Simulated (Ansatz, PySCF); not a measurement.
F3H3SiSn, SMILES [F][Sn]([F])([F])[SiH3].

The structure is a stationary point at PBE-D3(BJ)/def2-SVP. The def2 effective core potentials stand for the cores of Sn; spin–orbit coupling is left out.

Vertical ionisation energy (IE) and electron affinity (EA) in eV. Rows of orbital energies are one-electron estimates. Where ΔSCF, EOM or ADC give a negative EA the extra electron is unbound and the value depends on the basis.

```
level                                                                   IE    EA
-------------------------------------------------------------------  -----  ----
−ε(HOMO), −ε(LUMO), r2SCAN/def2-TZVP (PySCF)                          8.67  3.05
−ε(HOMO), −ε(LUMO), PBE/def2-TZVP (PySCF)                              ___   ___
ΔSCF, PBE0/def2-SVPD (Ansatz), final states of multiplicity 2 and 2  11.82  0.78
ΔSCF, PBE/def2-SVPD (Ansatz), final states of multiplicity 2 and 2   11.30  0.91
```

**Question.** Fill in the missing entries. (An estimate is asked for; the answer gives what the named calculation found.)

**Answer.** 
- −ε(HOMO), −ε(LUMO), PBE/def2-TZVP (PySCF), IE: 8.31
- −ε(HOMO), −ε(LUMO), PBE/def2-TZVP (PySCF), EA: 3.30

**Question.** What vertical singlet–triplet gap does ΔSCF give with PBE0/def2-SVPD (Ansatz, a program for electronic structure) and with PBE/def2-SVPD (Ansatz)? (The exact figures need the calculation; the answer reports its results.)

**Answer.** 5.22 and 4.72 eV (triplet above singlet where positive).
